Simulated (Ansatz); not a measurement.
A series at Ta: from `[NH]=[Ta]([OH])([OH])[OH]`, ligands are replaced one by one, each step taking up NH₃ and setting free H₂O; n counts the steps. Ansatz, PBE0-D4/def2-TZVP geometries. Each molecule was computed in one conformer, which needn't be the lowest.

```csv
n,molecule,"HOMO energy, ωB97M-V/def2-TZVPP (eV)"
0,`[NH]=[Ta]([OH])([OH])[OH]`,-9.53
1,`[NH]=[Ta]([NH2])([OH])[OH]`,-9.83
2,`[NH]=[Ta]([NH2])([NH2])[OH]`,?
3,`[NH]=[Ta]([NH2])([NH2])[NH2]`,-9.08
```

Question: By hand: fit a straight line y = ȳ + b (n − n̄) to the 3 given rows and predict n = 2.

Answer: n̄ = 1.333, ȳ = -9.480; Σ(n − n̄)(y − ȳ) = 0.850, Σ(n − n̄)² = 4.667, so b = 0.182 eV a step. Prediction: -9.480 + (0.182) × (0.667) = -9.36 eV.

Question: By hand: compare with the computed value, -9.30 eV, and give the steps along the whole series.

Answer: The line misses by 0.06 eV (computed minus predicted). Steps: -0.30, 0.53, 0.22 eV.

The steps change sign along the series, so a line is a poor guide. The highest orbital can change its character along such a series. The miss is 8.0 % of the series' range.
